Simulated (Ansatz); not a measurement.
# Match the barriers

Saddle point of SiN₂H₁₀O, singlet (SiNH₅ ([NH2][SiH3]) + H₂O + NH₃ → SiN₂H₆ ([NH2][SiH2][NH2]) + H₂O + H₂; bonds formed: Si1–N7, H2–H8, H6–O9; bonds broken: Si1–H2, H6–N7, H8–O9), PBE0-D4/def2-TZVP structure:

```
atom    x (Å)    y (Å)    z (Å)
 Si1   0.2184   1.0817  -0.0470
  H2  -0.8978   0.1171   1.1277
  H3   1.1543   1.8039  -0.9946
  H4  -0.7956   2.1352   0.2239
  N5   1.4255   0.4761   0.9990
  H6  -0.6917  -1.1406  -0.6997
  N7  -0.4448  -0.1088  -1.3027
  H8  -0.9934  -0.8418   0.8679
  O9  -1.0755  -1.9161   0.2357
 H10   2.3687   0.8188   0.9225
 H11   1.2146   0.0589   1.8891
 H12  -1.3224   0.2250  -1.6918
 H13   0.2051  -0.2224  -2.0725
 H14  -0.3652  -2.4869   0.5425
```

Ansatz 0.2.0; basis: def2-TZVPP, with def2-QZVPP for the basis limit; cores frozen in the correlated methods. Extrapolation: Hartree–Fock as exp(−7.88 √X), correlation as X^−2.97. Four methods, as single points on the PBE0-D4 structures, gave these electronic barriers from the start structure: 0.367, 1.011, 1.318, 2.309 eV.

Question: The methods were, in alphabetical order, HF, MP2, r2SCAN-D4, SPW92. Which gave which? (Judge from chemistry; the calculation decides.)

Answer: By the calculation: SPW92 0.367; r2SCAN-D4 1.011; MP2 1.318; HF 2.309 eV. For comparison, CCSD(T) at an estimated basis limit (MP2 extrapolated from triple and quadruple zeta, plus CCSD(T) − MP2 in triple zeta) gives 1.421 eV.

T1 diagnostic: at most 0.011.

Labels in which every atom is bracketed show which atoms are joined, not bond orders.

For scale, one of the runs: CCSD(T)/def2-TZVPP, 275 basis functions, launched by `ansatz run in.yaml --threads 8 --pin off --events-out ev --progress --plain --max-ram 19148MiB`. Hardware: 8 CPU threads of an Arm Neoverse V1, shared host. Wall time 120 s; peak host memory 7.7 GiB.
